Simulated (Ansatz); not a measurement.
F3GaH2S (`[F][Ga-]([F])([F])[SH2+]`) at its PBE0-D4/def2-TZVP geometry, where that method's forces vanish. Charge 0, multiplicity 1.

```xyz
7

F    -1.6987   -0.8454    0.6137
Ga   -0.7489   -0.0926   -0.6526
F    -0.4975   -0.9924   -2.1254
F    -0.8182    1.6553   -0.7628
S     1.4536   -0.2376    0.4931
H     0.8699   -0.5665    1.6610
H     1.4398    1.0793    0.7730
```

Task: What forces (eV/Å) does PBE-D4/def2-TZVPP give on these atoms in the Gaussian-basis code of Ansatz? (Estimate.)

Result: Computed: 
```
F1  -0.330 -0.262  0.434
Ga2  0.110 -0.010  0.053
F3   0.091 -0.314 -0.512
F4  -0.026  0.603 -0.042
S5   0.302 -0.223 -0.219
H6  -0.119 -0.030  0.215
H7  -0.027  0.235  0.071
```
